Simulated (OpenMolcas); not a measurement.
Lines of Rh2+: computed and rescaled rates

```json
{
  "Program": "OpenMolcas 26.06",
  "Method": "MS-CASPT2, IPEA 0.25 Eh, imaginary shift 0.1 Eh (closed shells correlated: 4s 4p)",
  "Basis": "ANO-RCC-VTZP [7s6p4d2f1g]",
  "Scalar Hamiltonian": "DKH2, point nucleus",
  "Active space": "7 electrons in 5 orbitals (4d)",
  "State averaging": "2S+1 = 4 even, 10 roots; 2S+1 = 2 even, 40 roots kept (CI in the orbitals of an earlier block)",
  "Spin-orbit coupling": "state interaction with AMFI integrals over the reference wave functions, term energies averaged over their components"
}
```

Rates come from the transition moments of the reference wave functions (E1 and E2 in the length form). At fixed line strength A goes as λ^-3 for E1 and M1 and as λ^-5 for E2, so a rate at the computed wavelength can be rescaled to the measured one. Measured vacuum wavelengths follow from level energies in the list in Shadmi, J. Res. Natl. Bur. Stand. 70A, 435 (1966). Branching counts decays inside the model space alone, at computed energies, and the table is only a selection of the E2 and M1 lines, drawn from those between levels with measured partners whose computed energy lies within a factor of 1.5 of the measured one.

```csv
Upper,Lower,Type,λ computed (nm),λ measured (nm),A computed (s-1),A rescaled (s-1),Branching %
4d⁷ ⁴F_3/2,4d⁷ ⁴F_5/2,M1,11790,11960,3.88e-02,3.72e-02,100.0
4d⁷ ⁴F_5/2,4d⁷ ⁴F_7/2,M1,7486,7474,1.36e-01,1.37e-01,100.0
4d⁷ ⁴F_7/2,4d⁷ ⁴F_9/2,M1,4790,4656,3.04e-01,3.31e-01,100.0
4d⁷ ⁴P_3/2,4d⁷ ⁴F_3/2,M1,1337,1498,2.13e-02,,26.1
4d⁷ ⁴P_5/2,4d⁷ ⁴F_3/2,M1,1328,1484,7.73e-03,,6.2
4d⁷ ⁴P_3/2,4d⁷ ⁴F_5/2,M1,1201,1331,4.52e-02,,55.4
4d⁷ ⁴P_3/2,4d⁷ ⁴F_5/2,E2,1201,1331,3.97e-03,2.37e-03,4.9
4d⁷ ⁴P_5/2,4d⁷ ⁴F_5/2,M1,1194,1320,1.63e-02,,13.0
4d⁷ ⁴P_3/2,4d⁷ ⁴F_7/2,E2,1035,1130,1.04e-02,6.70e-03,12.7
4d⁷ ⁴P_5/2,4d⁷ ⁴F_7/2,M1,1029,1122,4.60e-02,,36.6
4d⁷ ⁴P_5/2,4d⁷ ⁴F_7/2,E2,1029,1122,6.03e-03,3.91e-03,4.8
4d⁷ ⁴P_5/2,4d⁷ ⁴F_9/2,E2,847.4,904,4.89e-02,3.54e-02,38.9
```

Spin-changing lines and M1 lines between different terms are not rescaled, since their strength hangs on the term gaps too.

The largest correction is for 4d⁷ ⁴P_3/2 → 4d⁷ ⁴F_5/2 (E2): 3.97e-03 × (1201 / 1331)^5 = 2.37e-03 s-1, a factor of 0.60.

The computed rate and branching of 4d⁷ ⁴F_7/2 → 4d⁷ ⁴F_9/2 give the upper level a radiative lifetime of 1.000 / 3.04e-01 s-1 = 3.29e+00 s, counting decays inside the model space alone. The rescaled rate gives about 3.0e+00 s.

These are rates of the free ion; in crystals, glasses and complexes forced electric-dipole and non-radiative decay shorten such lifetimes by orders of magnitude. No measured rate stands beside these. Rescaling mends the energy factor alone: line strengths can still be far off where a level mixes with configurations outside the active space, and weak or spin-changing lines hang on small mixing coefficients that depend on the term gaps too, so rescaling need not improve them.

CASPT2 breaks the degeneracy within a term, and the mean is taken; among the terms shown or strongly mixed into the levels shown the widest spread is 810 cm-1 (4d⁷ ⁴F). Levels of configurations with an s electron are missing; early in the row they begin among the upper levels of the d shell and mix with terms of their name. Computed and measured levels are paired by configuration, term and J; levels that our copy of the source lacks, or whose pairing is in doubt (as where it misses far off the trend of its configuration), stay unpaired. Only configurations of the active space appear.
